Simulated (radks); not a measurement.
Numerical settings for the dysprosium ion Dy2+, [Xe] 4f10. Method: scalar-relativistic Kohn-Sham, r2SCAN, spin-polarised, spherical densities, finite nucleus; open shells are filled with parallel spins first (spin-orbit coupling, left out, can overturn this in heavy ions); meta-GGA in the generalised Kohn-Sham scheme; Fermi nuclear charge, rms radius 5.2218 fm; computed with a radial shooting solver on a logarithmic mesh with Libxc functionals. The defaults (mesh step 0.008 in ln r, mesh end at 40 bohr or more with all orbitals vanishing there, Anderson mixing 0.5 over 9 steps, residual threshold near 1e-9 with the energy settled to 1e-9 hartree or 1e-11 of itself, here a cap of 67 iterations) give E = -12156.912 hartree and 4f at -14.420 eV in 12 iterations. Run on one thread of a shared host, so times are rough (Arm Neoverse V1): 0.24 s of CPU time, 0.24 s wall, 12 iterations on 2254 mesh points. Changes against that run (0 stands for a change within the tolerance of the run):

setting	iterations	converged	E (mhartree)	e(4f) (meV)	CPU (s)
mesh step in ln r 0.005	14	yes	0	-0.0422	0.42
mesh step in ln r 0.012	12	yes	0	0	0.17
mesh step in ln r 0.02	12	yes	+0.0144	0	0.11
mesh end (bohr) 1	10	level above zero	+2.18e+05	+3.32e+05	0.16
mesh end (bohr) 5	12	yes	+3.66	+188	0.22
residual threshold 0.01	11	yes	0	+1.23	0.23
residual threshold 1e-05	12	yes	0	0	0.24
mixing 0.05	19	yes	0	-0.0495	0.35
linear mixing, mixing 0.8	67	no	+3.84e+04	-2.59e+05	2.1
linear mixing, mixing 1	38	no	diverged	-	1.5
mixing history 20	12	yes	0	-0.01	0.24
iteration cap 5	5	no	+6.74	+560	0.11

Settled on a wrong energy, with an occupied level pushed above zero by the early mesh end: mesh end (bohr) 1 (+218 hartree). Apart from these: settings that end as converged yet miss the energy by more than 1 mhartree: mesh end (bohr) 5 (+0.00366 hartree). A mesh that ends early acts as a hard wall.
